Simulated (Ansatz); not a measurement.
`[CH3][Ge]([F])([SiH3])[Cl]` + `C[SeH]` → `C[Se][Ge]([CH3])([F])[Cl]` + SiH₄  (cleavage of the Ge–Si bond)

Program: Ansatz. Geometries: PBE0-D4/def2-TZVP. ΔE: electronic, gas phase. CCSD(T)/CBS adds triple-zeta CCSD(T) − MP2 to the extrapolated MP2 energy (def2 sets, frozen cores). This one scheme is used for every species. For Ge, Se outer-core shells are correlated without core-valence functions, which leaves a few kJ/mol of doubt a bond. Scalar relativity is left out up to krypton. One conformer a species, not always the lowest.

```tsv
species	CCSD(T)/CBS(def2) energy (Eh)
`[CH3][Ge]([F])([SiH3])[Cl]`	-2966.52107
`C[SeH]`	-2441.15625
`C[Se][Ge]([CH3])([F])[Cl]`	-5116.23324
SiH₄	-291.46306
```

Question: Work out ΔE.

Answer: ΔE = (-5116.23324) + (-291.46306) − (-2966.52107) − (-2441.15625) = -0.01898 Eh = -49.8 kJ/mol.

Largest T1 diagnostic among the species: 0.011.

The D4 term adds −7.3 kJ/mol with B3LYP and −4.1 kJ/mol with PBE0; it sums over pairs of atoms, weighted by their polarisabilities, and B3LYP, whose exchange is more repulsive, gets the larger term. Leaving LDA and LC-ωPBE aside and taking each functional with its dispersion term where it has one, the values, not all of them listed here, spread over 9.7 kJ/mol, from BHLYP-D4 to PBE-D4. From BLYP to BHLYP (50 % exact exchange), in def2-TZVPP and without D4, ΔE moves by −6.3 kJ/mol.

B3LYP here is the variant with VWN-RPA as its local correlation; programs differ in this.
